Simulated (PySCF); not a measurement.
C6H4BBrF2.
Atom-mapped SMILES: `[F:1][B:2]([F:3])[c:4]1[cH:5][cH:6][c:7]([Br:8])[cH:9][cH:10]1` (hydrogens: H11 on C5; H12 on C6; H13 on C9; H14 on C10)

Computed by this run: PySCF, PBE0-D3(BJ)/def2-SVP geometry optimisation, gas phase; density fitting, grid level 1; the optimiser is geomeTRIC in internal coordinates, started from a GFN2-xTB structure with every atom displaced at random (about 0.01 Å).

Step 1: E = -82408.3140 eV
```
atom  x, y, z in Å  |  force x, y, z in eV/Å
F1     -3.1944   -1.0182   -0.2921   -0.096  -0.021   0.095
B2     -2.4226    0.0447   -0.4157    0.093  -0.042  -0.116
F3     -2.9539    1.1259   -0.9627   -0.142  -0.052   0.088
C4     -0.9246    0.0177   -0.0408    0.230   0.184  -0.150
C5     -0.1430    1.1562   -0.3100   -0.059  -0.085   0.076
C6      1.2377    1.1396   -0.1554    0.017   0.056   0.045
C7      1.8519   -0.0369    0.2764   -0.053   0.001   0.001
Br8     3.7184   -0.0908    0.4696    0.131   0.020   0.006
C9      1.1057   -1.1806    0.5617    0.066  -0.200   0.024
C10    -0.2749   -1.1432    0.4051   -0.141  -0.059  -0.031
H11    -0.6356    2.0690   -0.6518    0.029   0.021  -0.055
H12     1.8386    2.0251   -0.3743   -0.014  -0.032   0.020
H13     1.6123   -2.1025    0.8716   -0.095   0.188   0.017
H14    -0.8624   -2.0428    0.6121    0.033   0.021  -0.021
```

Step 2: E = -82408.3306 eV
```
atom  x, y, z in Å  |  force x, y, z in eV/Å
F1     -3.1878   -1.0455   -0.1867    0.165  -0.152  -0.013
B2     -2.4372    0.0171   -0.4139   -0.139   0.295   0.202
F3     -3.0717    1.0794   -0.8810    0.106   0.061  -0.089
C4     -0.9171    0.0400   -0.1136    0.305  -0.114  -0.179
C5     -0.1126    1.1678   -0.3569   -0.225   0.043   0.011
C6      1.2630    1.1399   -0.1546   -0.003   0.024   0.001
C7      1.8621   -0.0390    0.2917   -0.007  -0.038   0.028
Br8     3.7270   -0.0960    0.5544   -0.042   0.019  -0.005
C9      1.0992   -1.1794    0.5453    0.018   0.071  -0.028
C10    -0.2741   -1.1225    0.3379   -0.157  -0.220   0.107
H11    -0.5796    2.0906   -0.7097    0.012   0.019  -0.027
H12     1.8752    2.0228   -0.3451   -0.016   0.006  -0.003
H13     1.5796   -2.0968    0.8901   -0.022   0.017   0.010
H14    -0.8728   -2.0154    0.5359    0.005  -0.029  -0.015
```

Question: Estimate the geometry and energy of step 3. (The exact step hangs on the optimiser's Hessian estimate; all steps are aligned on step 2, rigid shifts and turns removed.)

Answer: E = -82408.3422 eV, largest force 0.167 eV/Å
```
atom  x, y, z in Å  |  force x, y, z in eV/Å
F1     -3.1659   -1.0391   -0.1639   -0.035   0.051  -0.062
B2     -2.4292    0.0328   -0.3974    0.058   0.109   0.071
F3     -3.0426    1.1114   -0.8562   -0.052  -0.088  -0.008
C4     -0.9052    0.0241   -0.1324   -0.033  -0.066  -0.121
C5     -0.1174    1.1616   -0.3744   -0.042  -0.061   0.068
C6      1.2557    1.1402   -0.1594    0.007  -0.002  -0.015
C7      1.8515   -0.0376    0.2945   -0.001   0.026   0.005
Br8     3.7150   -0.0740    0.5761   -0.047  -0.024   0.011
C9      1.0929   -1.1829    0.5405    0.043  -0.031   0.016
C10    -0.2796   -1.1479    0.3226    0.053   0.152   0.046
H11    -0.5877    2.0815   -0.7319   -0.009  -0.029   0.002
H12     1.8660    2.0253   -0.3434    0.010   0.009  -0.004
H13     1.5765   -2.0902    0.9007    0.045  -0.057   0.013
H14    -0.8771   -2.0421    0.5183    0.003   0.013  -0.021
```

The energy changes by -0.0116 eV. The first-order estimate −F·Δx gives -0.0288 eV and the mean of the old and new forces, exact on a quadratic surface, -0.0116 eV. The step makes an angle of 66° with the force vector and moves no atom by more than 0.050 Å.

The cost below is that of the whole optimisation. The run took 3.4 min of wall time on AMD EPYC 7B13, one thread, no GPU (shared host), and the process peaked at 0.83 GiB of memory.
